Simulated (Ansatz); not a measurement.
Molecular dynamics of BClFHO

Input file:

```yaml
crystal:
  periodic: [false, false, false]
  atoms:
    - { symbol: B, position_ang: [0.011951, -0.035838, 0.013223] }
    - { symbol: O, position_ang: [0.0224, -0.117652, 1.363878] }
    - { symbol: H, position_ang: [-0.880533, -0.160108, 1.731319] }
    - { symbol: Cl, position_ang: [1.539218, 0.051728, -0.862706] }
    - { symbol: F, position_ang: [-1.134837, -0.01953, -0.678615] }
basis:
  gaussian: { orbitals: def2-SVP }
hamiltonian:
  xc: pbe
md:
  timestep: 0.5
  n_steps: 250
  ensemble: nvt_nose_hoover
  temperature: 300.0
  initial_velocities: maxwell_boltzmann
  seed: 609360
  nose_hoover: { tau: 100.0, chain_length: 3 }
```

Run as:

```bash
$ ansatz run input.yaml --threads 2 --pin off --max-ram 3072MiB --backend cpu --events-out ev --progress --plain --runs-dir out
```

It starts from a relaxed structure.

Output, in part (one step line in 3, the closing report, with atoms numbered from 0):

```
md step     0: t =     0.00 fs  T =   300.0 K  F+E_penalty+E_count = -17964.40084509 eV  E_kin = 0.116334 eV  conserved = -17964.28451109 eV  (24 SCF iters)
md step     3: t =     1.50 fs  T =   258.2 K  F+E_penalty+E_count = -17964.38432401 eV  E_kin = 0.100125 eV  conserved = -17964.28419926 eV  (27 SCF iters)
md step     6: t =     3.00 fs  T =   209.3 K  F+E_penalty+E_count = -17964.36537108 eV  E_kin = 0.081178 eV  conserved = -17964.28419969 eV  (27 SCF iters)
md step     9: t =     4.50 fs  T =   162.7 K  F+E_penalty+E_count = -17964.34739520 eV  E_kin = 0.063105 eV  conserved = -17964.28431138 eV  (27 SCF iters)
md step    12: t =     6.00 fs  T =    97.4 K  F+E_penalty+E_count = -17964.32171704 eV  E_kin = 0.037751 eV  conserved = -17964.28400754 eV  (27 SCF iters)
md step    15: t =     7.50 fs  T =    94.2 K  F+E_penalty+E_count = -17964.32056368 eV  E_kin = 0.036536 eV  conserved = -17964.28409330 eV  (27 SCF iters)
md step    18: t =     9.00 fs  T =   128.6 K  F+E_penalty+E_count = -17964.33413163 eV  E_kin = 0.049867 eV  conserved = -17964.28437503 eV  (27 SCF iters)
md step    21: t =    10.50 fs  T =   126.7 K  F+E_penalty+E_count = -17964.33310152 eV  E_kin = 0.049136 eV  conserved = -17964.28414014 eV  (27 SCF iters)
md step    24: t =    12.00 fs  T =   139.1 K  F+E_penalty+E_count = -17964.33795450 eV  E_kin = 0.053921 eV  conserved = -17964.28428627 eV  (27 SCF iters)
md step    27: t =    13.50 fs  T =   129.5 K  F+E_penalty+E_count = -17964.33427381 eV  E_kin = 0.050208 eV  conserved = -17964.28441580 eV  (25 SCF iters)
md step    30: t =    15.00 fs  T =    65.9 K  F+E_penalty+E_count = -17964.30920387 eV  E_kin = 0.025571 eV  conserved = -17964.28405969 eV  (25 SCF iters)
md step    33: t =    16.50 fs  T =    46.3 K  F+E_penalty+E_count = -17964.30154980 eV  E_kin = 0.017943 eV  conserved = -17964.28408032 eV  (26 SCF iters)
md step    36: t =    18.00 fs  T =    71.2 K  F+E_penalty+E_count = -17964.31132919 eV  E_kin = 0.027600 eV  conserved = -17964.28426660 eV  (25 SCF iters)
md step    39: t =    19.50 fs  T =    98.9 K  F+E_penalty+E_count = -17964.32174059 eV  E_kin = 0.038355 eV  conserved = -17964.28402392 eV  (26 SCF iters)
md step    42: t =    21.00 fs  T =   180.1 K  F+E_penalty+E_count = -17964.35329075 eV  E_kin = 0.069820 eV  conserved = -17964.28429064 eV  (25 SCF iters)
md step    45: t =    22.50 fs  T =   241.8 K  F+E_penalty+E_count = -17964.37708424 eV  E_kin = 0.093751 eV  conserved = -17964.28445925 eV  (25 SCF iters)
md step    48: t =    24.00 fs  T =   231.0 K  F+E_penalty+E_count = -17964.37225854 eV  E_kin = 0.089560 eV  conserved = -17964.28417122 eV  (27 SCF iters)
md step    51: t =    25.50 fs  T =   221.7 K  F+E_penalty+E_count = -17964.36841186 eV  E_kin = 0.085989 eV  conserved = -17964.28423280 eV  (26 SCF iters)
md step    54: t =    27.00 fs  T =   201.3 K  F+E_penalty+E_count = -17964.36024861 eV  E_kin = 0.078047 eV  conserved = -17964.28434338 eV  (27 SCF iters)
md step    57: t =    28.50 fs  T =   150.1 K  F+E_penalty+E_count = -17964.33978067 eV  E_kin = 0.058213 eV  conserved = -17964.28399155 eV  (25 SCF iters)
md step    60: t =    30.00 fs  T =   155.1 K  F+E_penalty+E_count = -17964.34166338 eV  E_kin = 0.060157 eV  conserved = -17964.28418101 eV  (27 SCF iters)
md step    63: t =    31.50 fs  T =   173.6 K  F+E_penalty+E_count = -17964.34865491 eV  E_kin = 0.067322 eV  conserved = -17964.28430814 eV  (27 SCF iters)
md step    66: t =    33.00 fs  T =   167.5 K  F+E_penalty+E_count = -17964.34575063 eV  E_kin = 0.064958 eV  conserved = -17964.28408714 eV  (27 SCF iters)
md step    69: t =    34.50 fs  T =   190.1 K  F+E_penalty+E_count = -17964.35435122 eV  E_kin = 0.073724 eV  conserved = -17964.28426914 eV  (27 SCF iters)
md step    72: t =    36.00 fs  T =   188.8 K  F+E_penalty+E_count = -17964.35362606 eV  E_kin = 0.073225 eV  conserved = -17964.28443992 eV  (27 SCF iters)
md step    75: t =    37.50 fs  T =   124.2 K  F+E_penalty+E_count = -17964.32786351 eV  E_kin = 0.048172 eV  conserved = -17964.28406421 eV  (27 SCF iters)
md step    78: t =    39.00 fs  T =    90.1 K  F+E_penalty+E_count = -17964.31453837 eV  E_kin = 0.034931 eV  conserved = -17964.28421051 eV  (27 SCF iters)
md step    81: t =    40.50 fs  T =    62.7 K  F+E_penalty+E_count = -17964.30375568 eV  E_kin = 0.024330 eV  conserved = -17964.28421336 eV  (25 SCF iters)
md step    84: t =    42.00 fs  T =    42.2 K  F+E_penalty+E_count = -17964.29539134 eV  E_kin = 0.016359 eV  conserved = -17964.28394101 eV  (22 SCF iters)
md step    87: t =    43.50 fs  T =    99.0 K  F+E_penalty+E_count = -17964.31747558 eV  E_kin = 0.038379 eV  conserved = -17964.28418076 eV  (24 SCF iters)
md step    90: t =    45.00 fs  T =   164.8 K  F+E_penalty+E_count = -17964.34283254 eV  E_kin = 0.063905 eV  conserved = -17964.28439340 eV  (27 SCF iters)
md step    93: t =    46.50 fs  T =   183.4 K  F+E_penalty+E_count = -17964.34925978 eV  E_kin = 0.071125 eV  conserved = -17964.28411044 eV  (26 SCF iters)
md step    96: t =    48.00 fs  T =   214.5 K  F+E_penalty+E_count = -17964.36097959 eV  E_kin = 0.083180 eV  conserved = -17964.28436896 eV  (25 SCF iters)
md step    99: t =    49.50 fs  T =   199.0 K  F+E_penalty+E_count = -17964.35425054 eV  E_kin = 0.077154 eV  conserved = -17964.28431717 eV  (27 SCF iters)
md step   102: t =    51.00 fs  T =   148.5 K  F+E_penalty+E_count = -17964.33379983 eV  E_kin = 0.057575 eV  conserved = -17964.28398542 eV  (27 SCF iters)
md step   105: t =    52.50 fs  T =   156.2 K  F+E_penalty+E_count = -17964.33648412 eV  E_kin = 0.060572 eV  conserved = -17964.28415224 eV  (27 SCF iters)
md step   108: t =    54.00 fs  T =   180.9 K  F+E_penalty+E_count = -17964.34561610 eV  E_kin = 0.070158 eV  conserved = -17964.28427120 eV  (27 SCF iters)
md step   111: t =    55.50 fs  T =   195.1 K  F+E_penalty+E_count = -17964.35019934 eV  E_kin = 0.075646 eV  conserved = -17964.28400633 eV  (27 SCF iters)
md step   114: t =    57.00 fs  T =   251.8 K  F+E_penalty+E_count = -17964.37178704 eV  E_kin = 0.097657 eV  conserved = -17964.28436775 eV  (27 SCF iters)
md step   117: t =    58.50 fs  T =   260.4 K  F+E_penalty+E_count = -17964.37418337 eV  E_kin = 0.100990 eV  conserved = -17964.28437430 eV  (27 SCF iters)
md step   120: t =    60.00 fs  T =   210.6 K  F+E_penalty+E_count = -17964.35372633 eV  E_kin = 0.081664 eV  conserved = -17964.28410181 eV  (25 SCF iters)
md step   123: t =    61.50 fs  T =   176.8 K  F+E_penalty+E_count = -17964.34007220 eV  E_kin = 0.068565 eV  conserved = -17964.28426168 eV  (25 SCF iters)
md step   126: t =    63.00 fs  T =   122.1 K  F+E_penalty+E_count = -17964.31826566 eV  E_kin = 0.047359 eV  conserved = -17964.28424526 eV  (25 SCF iters)
md step   129: t =    64.50 fs  T =    62.9 K  F+E_penalty+E_count = -17964.29456943 eV  E_kin = 0.024384 eV  conserved = -17964.28387017 eV  (25 SCF iters)
md step   132: t =    66.00 fs  T =    91.1 K  F+E_penalty+E_count = -17964.30557333 eV  E_kin = 0.035339 eV  conserved = -17964.28421390 eV  (25 SCF iters)
md step   135: t =    67.50 fs  T =   125.5 K  F+E_penalty+E_count = -17964.31844503 eV  E_kin = 0.048663 eV  conserved = -17964.28423705 eV  (25 SCF iters)
md step   138: t =    69.00 fs  T =   145.7 K  F+E_penalty+E_count = -17964.32551260 eV  E_kin = 0.056485 eV  conserved = -17964.28407220 eV  (25 SCF iters)
md step   141: t =    70.50 fs  T =   188.8 K  F+E_penalty+E_count = -17964.34175890 eV  E_kin = 0.073226 eV  conserved = -17964.28433258 eV  (25 SCF iters)
md step   144: t =    72.00 fs  T =   182.7 K  F+E_penalty+E_count = -17964.33850185 eV  E_kin = 0.070850 eV  conserved = -17964.28434016 eV  (25 SCF iters)
md step   147: t =    73.50 fs  T =   133.7 K  F+E_penalty+E_count = -17964.31837288 eV  E_kin = 0.051855 eV  conserved = -17964.28394413 eV  (27 SCF iters)
md step   150: t =    75.00 fs  T =   141.1 K  F+E_penalty+E_count = -17964.32087046 eV  E_kin = 0.054715 eV  conserved = -17964.28423254 eV  (27 SCF iters)
md step   153: t =    76.50 fs  T =   144.3 K  F+E_penalty+E_count = -17964.32131794 eV  E_kin = 0.055968 eV  conserved = -17964.28415008 eV  (27 SCF iters)
md step   156: t =    78.00 fs  T =   158.4 K  F+E_penalty+E_count = -17964.32582254 eV  E_kin = 0.061430 eV  conserved = -17964.28394293 eV  (27 SCF iters)
md step   159: t =    79.50 fs  T =   235.5 K  F+E_penalty+E_count = -17964.35505027 eV  E_kin = 0.091335 eV  conserved = -17964.28428175 eV  (27 SCF iters)
md step   162: t =    81.00 fs  T =   278.7 K  F+E_penalty+E_count = -17964.37049248 eV  E_kin = 0.108077 eV  conserved = -17964.28438090 eV  (27 SCF iters)
md step   165: t =    82.50 fs  T =   261.4 K  F+E_penalty+E_count = -17964.36201069 eV  E_kin = 0.101375 eV  conserved = -17964.28404851 eV  (27 SCF iters)
md step   168: t =    84.00 fs  T =   256.3 K  F+E_penalty+E_count = -17964.35893611 eV  E_kin = 0.099369 eV  conserved = -17964.28438658 eV  (27 SCF iters)
md step   171: t =    85.50 fs  T =   190.8 K  F+E_penalty+E_count = -17964.33209526 eV  E_kin = 0.073997 eV  conserved = -17964.28417181 eV  (27 SCF iters)
md step   174: t =    87.00 fs  T =   119.6 K  F+E_penalty+E_count = -17964.30333943 eV  E_kin = 0.046387 eV  conserved = -17964.28386320 eV  (25 SCF iters)
md step   177: t =    88.50 fs  T =   131.8 K  F+E_penalty+E_count = -17964.30768153 eV  E_kin = 0.051119 eV  conserved = -17964.28416384 eV  (27 SCF iters)
md step   180: t =    90.00 fs  T =   151.1 K  F+E_penalty+E_count = -17964.31433209 eV  E_kin = 0.058611 eV  conserved = -17964.28416438 eV  (27 SCF iters)
md step   183: t =    91.50 fs  T =   175.4 K  F+E_penalty+E_count = -17964.32261316 eV  E_kin = 0.068030 eV  conserved = -17964.28397590 eV  (27 SCF iters)
md step   186: t =    93.00 fs  T =   235.5 K  F+E_penalty+E_count = -17964.34510628 eV  E_kin = 0.091322 eV  conserved = -17964.28443600 eV  (27 SCF iters)
md step   189: t =    94.50 fs  T =   215.8 K  F+E_penalty+E_count = -17964.33583050 eV  E_kin = 0.083691 eV  conserved = -17964.28422261 eV  (27 SCF iters)
md step   192: t =    96.00 fs  T =   162.1 K  F+E_penalty+E_count = -17964.31358355 eV  E_kin = 0.062848 eV  conserved = -17964.28398148 eV  (27 SCF iters)
md step   195: t =    97.50 fs  T =   144.6 K  F+E_penalty+E_count = -17964.30608126 eV  E_kin = 0.056063 eV  conserved = -17964.28422826 eV  (27 SCF iters)
md step   198: t =    99.00 fs  T =   105.4 K  F+E_penalty+E_count = -17964.28989432 eV  E_kin = 0.040854 eV  conserved = -17964.28407495 eV  (27 SCF iters)
md step   201: t =   100.50 fs  T =    95.7 K  F+E_penalty+E_count = -17964.28525098 eV  E_kin = 0.037109 eV  conserved = -17964.28378757 eV  (28 SCF iters)
md step   204: t =   102.00 fs  T =   183.2 K  F+E_penalty+E_count = -17964.31874035 eV  E_kin = 0.071028 eV  conserved = -17964.28427731 eV  (25 SCF iters)
md step   207: t =   103.50 fs  T =   243.4 K  F+E_penalty+E_count = -17964.34051469 eV  E_kin = 0.094400 eV  conserved = -17964.28416773 eV  (25 SCF iters)
md step   210: t =   105.00 fs  T =   284.8 K  F+E_penalty+E_count = -17964.35464212 eV  E_kin = 0.110457 eV  conserved = -17964.28404448 eV  (25 SCF iters)
md step   213: t =   106.50 fs  T =   333.7 K  F+E_penalty+E_count = -17964.37178035 eV  E_kin = 0.129385 eV  conserved = -17964.28440920 eV  (25 SCF iters)
md step   216: t =   108.00 fs  T =   291.7 K  F+E_penalty+E_count = -17964.35313330 eV  E_kin = 0.113118 eV  conserved = -17964.28424971 eV  (25 SCF iters)
md step   219: t =   109.50 fs  T =   210.8 K  F+E_penalty+E_count = -17964.31964391 eV  E_kin = 0.081744 eV  conserved = -17964.28384612 eV  (27 SCF iters)
md step   222: t =   111.00 fs  T =   195.3 K  F+E_penalty+E_count = -17964.31260031 eV  E_kin = 0.075738 eV  conserved = -17964.28421167 eV  (25 SCF iters)
md step   225: t =   112.50 fs  T =   169.9 K  F+E_penalty+E_count = -17964.30117985 eV  E_kin = 0.065883 eV  conserved = -17964.28393809 eV  (25 SCF iters)
md step   228: t =   114.00 fs  T =   195.2 K  F+E_penalty+E_count = -17964.30969393 eV  E_kin = 0.075711 eV  conserved = -17964.28387189 eV  (25 SCF iters)
md step   231: t =   115.50 fs  T =   283.4 K  F+E_penalty+E_count = -17964.34267346 eV  E_kin = 0.109899 eV  conserved = -17964.28438487 eV  (27 SCF iters)
md step   234: t =   117.00 fs  T =   290.8 K  F+E_penalty+E_count = -17964.34325486 eV  E_kin = 0.112756 eV  conserved = -17964.28423457 eV  (27 SCF iters)
md step   237: t =   118.50 fs  T =   249.3 K  F+E_penalty+E_count = -17964.32500495 eV  E_kin = 0.096661 eV  conserved = -17964.28400412 eV  (27 SCF iters)
md step   240: t =   120.00 fs  T =   213.8 K  F+E_penalty+E_count = -17964.30986100 eV  E_kin = 0.082889 eV  conserved = -17964.28432398 eV  (27 SCF iters)
md step   243: t =   121.50 fs  T =   116.8 K  F+E_penalty+E_count = -17964.27060502 eV  E_kin = 0.045291 eV  conserved = -17964.28387709 eV  (27 SCF iters)
md step   246: t =   123.00 fs  T =    75.3 K  F+E_penalty+E_count = -17964.25374369 eV  E_kin = 0.029214 eV  conserved = -17964.28372643 eV  (28 SCF iters)
md step   249: t =   124.50 fs  T =   136.6 K  F+E_penalty+E_count = -17964.27717446 eV  E_kin = 0.052953 eV  conserved = -17964.28417720 eV  (27 SCF iters)
md step   250: t =   125.00 fs  T =   157.1 K  F+E_penalty+E_count = -17964.28485164 eV  E_kin = 0.060929 eV  conserved = -17964.28424326 eV  (25 SCF iters)
Total energy: -17964.28487599 eV, -660.1752925632 hartree
Atom 0 at    -0.000061     0.045663     0.007947 Å, force     1.404692    -1.191145     1.804169 eV/Å
Atom 1 at     0.008882    -0.142752     1.388116 Å, force     0.098716     0.695277    -1.355833 eV/Å
Atom 2 at    -0.904532    -0.088302     1.721802 Å, force    -0.111684    -0.113676     0.123718 eV/Å
Atom 3 at     1.534884     0.045131    -0.873723 Å, force    -0.060115     0.254090     0.150581 eV/Å
Atom 4 at    -1.107258    -0.036266    -0.674963 Å, force    -1.331609     0.355453    -0.722634 eV/Å
Dipole moment:    -0.348166     0.057773     0.219636 e Å
```

All steps were run. The conserved energy stayed within 0.17 meV per atom of its start (net change 0.054 meV per atom), so the integration is sound. The mean temperature of the second half is 39 % below the set value. A run of 0.12 ps of so small a system gives no equilibrium averages.

The same pairs are bonded in the first frame and the last. Pairs count as bonded within 1.25 times the sum of covalent radii (0.12 Å more for H–H).

Last frame:

```xyz
5
Properties=species:S:1:pos:R:3
B 0.000 0.046 0.008
O 0.009 -0.143 1.388
H -0.904 -0.088 1.722
Cl 1.535 0.045 -0.874
F -1.107 -0.036 -0.675
```

Run time: 57 s on 2 threads of AMD EPYC 9R45 96-Core Processor (Zen 5) (shared host), peak memory 0.12 GiB.
